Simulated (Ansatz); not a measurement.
Z-matrix (Å, degrees):
```
Si
Br 1 2.219
H 1 1.481 2 108.4
H 1 1.481 2 108.4 3 -120.0
H 1 1.481 2 108.4 3 120.0
```

Charge 0, multiplicity 1.

Question: List the PBE/def2-TZVPP orbital energies in eV (Ansatz 0.2.0). (An estimate is asked.)

Answer: Ansatz gave: Occupied: -13088.96, -1780.65, -1682.09, -1516.47, -1516.40, -1516.40, -228.88, -171.06, -170.84, -170.84, -138.33, -95.13, -95.02, -95.02, -67.72, -67.66, -67.66, -67.50, -67.50, -19.47, -13.56, -9.22, -9.22, -9.19, -7.21, -7.21. Lowest empty: -1.25, 0.20, 0.20, 0.30, 3.20, 3.20, 3.26, 3.84.
